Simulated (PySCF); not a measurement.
# Basis set benchmark on one molecule

Molecule: `[C-]#[N+]c1ccccc1`, C7H5N.

Atom-mapped SMILES (the numbers label the heavy atoms): `[C-:1]#[N+:2][c:3]1[cH:4][cH:5][cH:6][cH:7][cH:8]1` (H(Xn): hydrogen on atom n).

Geometry PBE0-D3(BJ)/def2-SVP throughout; GIAO in PySCF 2.14.0 with density-fitted response routines, gas phase, one conformer, non-relativistic; equivalent atoms averaged; functional PBE0.

Reference values (estimated from measurements, as parent shift plus tabulated substituent increments; solution, not stated per compound (mostly CDCl3 or CCl4); Pretsch, Buehlmann, Badertscher, Structure Determination of Organic Compounds, 4th ed. (2009)): δ(C4/C8) = 126.3 ppm, δ(C5/C7) = 129.9 ppm, δ(C6) = 129.4 ppm. Computed shifts are taken against TMS, calculated as an isolated molecule at each level.

Problem. How do the basis sets STO-3G, pcSseg-0, 6-31G, 6-31G*, cc-pVDZ, def2-SVP, pcSseg-1, aug-cc-pVDZ, 6-311+G(2d,p), def2-TZVP, cc-pVTZ, IGLO-III perform against the reference? Times are CPU seconds on shared hosts with different chips, so compare them loosely.

Solution. 
```
    basis set  functions  C4/C8  C5/C7     C6  mean abs. error C  core-s
       STO-3G         45  110.7  111.7  111.2               17.3       6
     pcSseg-0         82  139.6  139.7  138.9               10.9     6.6
        6-31G         82  125.0  125.7  124.5                3.5      12
       6-31G*        122  122.3  123.4  122.1                5.9      19
      cc-pVDZ        137  127.6  129.2  127.8                1.2      12
     def2-SVP        137  126.5  127.5  126.3                1.9      11
     pcSseg-1        161  134.0  134.8  133.8                5.7      17
  aug-cc-pVDZ        229  126.6  128.3  127.1                1.4      26
6-311+G(2d,p)        246  132.0  132.8  131.9                3.7      51
    def2-TZVP        278  133.4  134.5  133.4                5.2      36
      cc-pVTZ        310  132.4  133.7  132.6                4.4      42
     IGLO-III        330  136.8  137.6  136.6                8.5      44
```

For 13C the closest is cc-pVDZ (1.2 ppm, with aug-cc-pVDZ practically level) and the furthest STO-3G (17.3 ppm). Where a smaller basis beats a larger one, errors probably cancel. One molecule is a small sample, and vibrational and solvent effects are absent from the calculation.

A small basis that lands close on one nucleus may do so by chance; judge by the trend and by all nuclei.
